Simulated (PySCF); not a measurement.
H4O2SeSi, SMILES O[Se]O[SiH3]. The structure is a stationary point at PBE0-D3(BJ)/def2-SVP. This is a generated structure with no PubChem entry under its InChIKey; it may be hypothetical. Other conformers were not sampled.

Computed equilibrium geometry at PBE0-D3(BJ)/def2-SVP (PySCF confirms it by a frequency run) as a Z-matrix (one conformer of several):
```
O
Si 1 1.6851
H 2 1.4882 1 106.41
H 2 1.4929 3 110.47 1 120.51
H 2 1.4960 3 110.09 4 120.21
Se 1 1.8022 2 118.56 3 -172.76
O 6 1.7848 1 100.86 2 83.98
H 7 0.9670 6 107.76 1 -87.05
```
